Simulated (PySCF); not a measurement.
C₂H₄N₂SeSi.
Geometry (PBE0-D3(BJ)/def2-SVP, Å), atoms numbered from 1 in this order:
```
atom  x, y, z in Å
N1     2.1224   -1.0804    2.0012
C2     1.8850   -0.4360    1.0679
C3     1.5732    0.3741   -0.0999
N4     0.4625    0.3809   -0.7011
Si5   -1.0291   -0.4885   -0.3581
Se6   -2.5559    1.0409    0.3306
H7     2.4063    1.0147   -0.4407
H8    -0.9350   -1.4804    0.7537
H9    -1.4043   -1.1371   -1.6416
H10   -2.4746    1.7906   -0.9334
```

The calculation used PBE0-D3(BJ)/def2-SVP geometry optimisation, gas phase in PySCF 2.14.0.

Take the most abundant isotopes and a rigid rotor. The values belong to one conformer with, in the numbering `[N:1]#[C:2]/[CH:3]=[N:4]\[SiH2:5][SeH:6]`, C3–N4–Si5–Se6 111°, N4–Si5–Se6–H 60°.

Task: What are A, B and C (MHz)?

Result: Ia = 115.95, Ib = 663.93, Ic = 693.77 u·Å²; 505379 MHz·u·Å²/I gives A = 4358, B = 761.2, C = 728.5 MHz.

Task: What kind of rotor is it?

Result: A near-prolate asymmetric top. Ray's parameter κ = (2B − A − C)/(A − C) = -0.982; −1 is the prolate and +1 the oblate limit.

Task: Is it planar, by Δ = Ic − Ia − Ib?

Result: Not planar: Δ = Ic − Ia − Ib = -86.12 u·Å². For a rigid frame Δ = −2 Σ m c², so Σ m c² = 43.06 u·Å² lies off the ab plane: 9.07 from hydrogen and 33.99 from heavier atoms. The atom farthest from that plane is 1.72 Å away.

Task: List the rotational levels J(Ka,Kc) to J = 4 (K).

Result: Above 0(0,0), as E/k:
J = 1: 1(0,1) 0.071, 1(1,1) 0.244, 1(1,0) 0.246
J = 2: 2(0,2) 0.214, 2(1,2) 0.386, 2(1,1) 0.390, 2(2,1) 0.908, 2(2,0) 0.908
J = 3: 3(0,3) 0.429, 3(1,3) 0.598, 3(1,2) 0.607, 3(2,2) 1.123, 3(2,1) 1.123, 3(3,1) 1.990, 3(3,0) 1.990
J = 4: 4(0,4) 0.715, 4(1,4) 0.880, 4(1,3) 0.896, 4(2,3) 1.409, 4(2,2) 1.409, 4(3,2) 2.276, 4(3,1) 2.276, 4(4,1) 3.490, 4(4,0) 3.490
The levels of one J sum to (2J + 1)J(J + 1)(A + B + C)/3.

Task: Which lines would a microwave search look for?

Result: The dipole components are |μa| = 0.68 D, |μb| = 2.15 D, |μc| = 0.73 D. The squared components, which scale the intensities, stand as 0.10 : 1.00 : 0.12 (a : b : c). Some lines, for components of 0.1 D or more:

```
type  branch         J(Ka,Kc)    MHz  lower level (cm⁻¹)
   a       R  1(0,1) ← 0(0,0)   1490               0.000
   a       R  2(1,2) ← 1(1,1)   2947               0.170
   c       Q  3(1,3) ← 3(0,3)   3516               0.298
   b       Q  3(1,2) ← 3(0,3)   3713               0.298
   a       R  3(1,3) ← 2(1,2)   4420               0.268
   a       R  3(2,1) ← 2(2,0)   4470               0.631
   b       R  1(1,1) ← 0(0,0)   5087               0.000
   c       R  2(1,1) ← 1(0,1)   6642               0.050
   b       R  3(1,3) ← 2(0,2)   7984               0.149
   b       Q  3(2,1) ← 3(1,2)  10744               0.422
   b       Q  3(2,2) ← 3(1,3)  10939               0.415
   c       R  2(2,0) ← 1(1,0)  13804               0.171
   b       R  2(2,0) ← 1(1,1)  13837               0.170
   b       R  3(2,1) ← 2(1,2)  15360               0.268
   c       Q  3(3,1) ← 3(2,1)  18067               0.780
   c       R  3(3,0) ← 2(2,0)  22537               0.631
   b       R  3(3,0) ← 2(2,1)  22537               0.631
```

Task: Estimate the classical rotational partition function at 100 K, 298.15 K and 500 K.

Result: Point group C1, symmetry number σ = 1; q = (√π/σ)·√((kT/h)³/(ABC)), k/h = 20836.6 MHz/K: 108000 at 100 K, 558000 at 298.15 K, 1210000 at 500 K.

PBE0-D3(BJ)/def2-SVP frequencies: not computed here. Zero-point vibration and centrifugal distortion are left out. Quadrupole hyperfine structure (14N) is left out.
